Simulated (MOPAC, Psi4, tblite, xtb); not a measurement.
Dimer CO ··· H6Si2 (SMILES [C-]#[O+] and [SiH3][SiH3]) at R = 4.67 Å between the centres of mass, closest contact 2.83 Å (a random orientation, not optimised). Geometry in Å and degrees:

```
Si
H 1 1.4832
H 1 1.4832 2 108.63
H 1 1.4832 2 108.63 3 118.00
Si 1 2.3443 2 110.30 3 -121.00
H 5 1.4832 1 110.30 2 -180.00
H 5 1.4832 6 108.63 1 -121.00
H 5 1.4832 6 108.63 7 -118.00
C 4 2.8262 1 121.09 2 47.08
O 9 1.1249 4 168.63 1 -75.65
```

Levels of theory: GFN2-xTB (tblite); SAPT0/jun-cc-pVDZ, frozen core (Psi4); BLYP/def2-TZVP, counterpoise-corrected (Psi4); BLYP-D3(BJ)/def2-TZVP, counterpoise-corrected (Psi4); PBE/def2-TZVP, counterpoise-corrected (Psi4); PBE-D3(BJ)/def2-TZVP, counterpoise-corrected (Psi4); HF/aug-cc-pVDZ, counterpoise-corrected (Psi4); MP2/aug-cc-pVDZ = DF-MP2/aug-cc-pVDZ, frozen core, counterpoise-corrected run with Psi4; SCS-MP2/aug-cc-pVDZ = DF-SCS-MP2/aug-cc-pVDZ, frozen core, counterpoise-corrected run with Psi4; PM3, restricted, heats of formation (MOPAC); PM7, restricted, heats of formation (MOPAC); GFN1-xTB (xtb).

Q: What interaction energy does each level give?

A: 
| method | E_int / kJ/mol |
|---|---|
| GFN1-xTB | -5.93 |
| PM7 | -2.21 |
| PBE-D3(BJ)/def2-TZVP | -0.62 |
| GFN2-xTB | 0.10 |
| BLYP-D3(BJ)/def2-TZVP | 0.57 |
| MP2/aug-cc-pVDZ | 1.73 |
| PBE/def2-TZVP | 2.45 |
| SAPT0/jun-cc-pVDZ | 2.82 |
| SCS-MP2/aug-cc-pVDZ | 2.93 |
| PM3 | 3.33 |
| BLYP/def2-TZVP | 6.51 |
| HF/aug-cc-pVDZ | 7.12 |
